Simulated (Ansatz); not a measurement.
`C#CB(O)F` + `O[SiH3]` → `OB(F)O[SiH3]` + `C#C` at 298.15 K and 1 bar (ligand exchange at a B–C bond).

Program: Ansatz. Geometries: PBE0-D4/def2-TZVP. ΔE: electronic, gas phase. CBS: MP2 limit from def2 TZ/QZ plus the TZ coupled-cluster correction, frozen cores. This one scheme is used for every species. One conformer a species, not always the lowest.

```csv
species,CCSD(T)/CBS energy (Eh),H − E (kJ/mol),S (J/(mol·K))
`C#CB(O)F`,-277.13346,124.4,301.5
`O[SiH3]`,-366.69042,113.6,257.8
`OB(F)O[SiH3]`,-566.62981,157.2,339.1
`C#C`,-77.22717,80.8,200.2
```

H − E and S are ideal-gas, rigid-rotor, harmonic terms from PBE0-D4/def2-TZVP, for one conformer and one mirror image of each species. 1 Eh = 2625.50 kJ/mol, R = 8.31446 J/(mol·K).

Problem. By hand: ΔE, ΔH, ΔS and ΔG.

Solution. ΔE = (-566.62981) + (-77.22717) − (-277.13346) − (-366.69042) = -0.03310 Eh = -86.9 kJ/mol. Δ(H − E) = 157.2 + 80.8 − 124.4 − 113.6 = 0.0, so ΔH = -86.9 kJ/mol. ΔS = 339.1 + 200.2 − 301.5 − 257.8 = -20.0 J/(mol·K). ΔG = -86.9 − 298.15 × (-20.0)/1000 = -80.9 kJ/mol.

Problem. By hand: the equilibrium constant, and the temperature at which ΔG would vanish if ΔH and ΔS stayed fixed.

Solution. log₁₀ K = −ΔG/(RT ln 10) = 14.2. ΔG = 0 at ΔH/ΔS = 4345 K, far beyond where these terms or the molecules hold.

ΔH outweighs TΔS. A doubt of 5 kJ/mol in ΔE shifts log₁₀ K by 0.9 here. Other conformers and mirror images would add mixing entropy, several J/(mol·K) or more a flexible species. These are equilibria of isolated gas molecules and say nothing of rates. Largest T1 diagnostic: 0.014 (customary marks: 0.02 for closed shells, 0.045 for open ones).
